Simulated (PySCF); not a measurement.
H₃O₃P. Atoms are numbered in the order given.

```xyz
7

P      0.0000     0.0000    -0.4897
O      1.1551     0.8556     0.3254
O     -1.3185     0.5726     0.3254
O      0.1634    -1.4282     0.3254
H      1.3766     1.6661    -0.1547
H     -2.1312     0.3591    -0.1547
H      0.7546    -2.0252    -0.1547
```

Geometry optimised at B3LYP-D3(BJ)/def2-SVP. The values are those of a single conformer.

Method: PySCF with PBE0/pcSseg-1.

GIAO shieldings, no solvent; atoms alike by connectivity are averaged. δ = σ(ref) − σ: ³¹P against PH3 (σ = 586.6 ppm); ¹⁷O against H2O (σ = 334.2 ppm); ¹H against TMS (σ = 31.56 ppm), references at their B3LYP-D3(BJ)/def2-TZVP geometries, non-relativistic.

| nucleus | atoms | count | δ (ppm) |
|---|---|---|---|
| ³¹P | P1 | 1 | 441.9 |
| ¹⁷O | O2, O3, O4 | 3 | 142.6 |
| ¹H | H5, H6, H7 | 3 | 2.93 |
